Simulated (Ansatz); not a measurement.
One change: `CN(C)B[SiH3]` becomes `CN(C)C=O`.

Ansatz, PBE0-D4/def2-TZVP geometries, multiplicity 1. Each molecule was computed in one conformer, which needn't be the lowest.

```json
{"property": "LUMO energy (ωB97M-V/def2-TZVPP) / eV", "`CN(C)B[SiH3]`": "1.31"}
{"property": "LUMO energy (PBE/def2-TZVPP) / eV", "`CN(C)B[SiH3]`": "-1.43"}
{"property": "LUMO energy (PBE0/def2-TZVPP) / eV", "`CN(C)B[SiH3]`": "-0.53"}
{"property": "LUMO energy (B3LYP/def2-TZVPP) / eV", "`CN(C)B[SiH3]`": "-0.72"}
{"property": "size of the dipole moment (B3LYP/def2-TZVPP) / D", "`CN(C)B[SiH3]`": "2.82"}
{"property": "size of the dipole moment (PBE/def2-TZVPP) / D", "`CN(C)B[SiH3]`": "2.93"}
```

Task: Give the same properties after the change, and the shifts. (Estimate.)

Result: The calculation gave: 
| property | `CN(C)C=O` | shift |
| --- | --- | --- |
| LUMO energy (ωB97M-V/def2-TZVPP) / eV | 2.47 | 1.16 |
| LUMO energy (PBE/def2-TZVPP) / eV | -0.43 | 1.00 |
| LUMO energy (PBE0/def2-TZVPP) / eV | 0.66 | 1.19 |
| LUMO energy (B3LYP/def2-TZVPP) / eV | 0.36 | 1.08 |
| size of the dipole moment (B3LYP/def2-TZVPP) / D | 4.00 | 1.18 |
| size of the dipole moment (PBE/def2-TZVPP) / D | 3.88 | 0.95 |

With PBE0 the HOMO rises by 0.53 eV and the LUMO rises by 1.19 eV, so the gap widens by about 0.66 eV. PBE moves the HOMO by 0.65 eV and ωB97M-V by 0.54 eV. Dipoles are sizes alone; their direction can turn.

B3LYP here is the variant with VWN-RPA as its local correlation; programs differ in this.
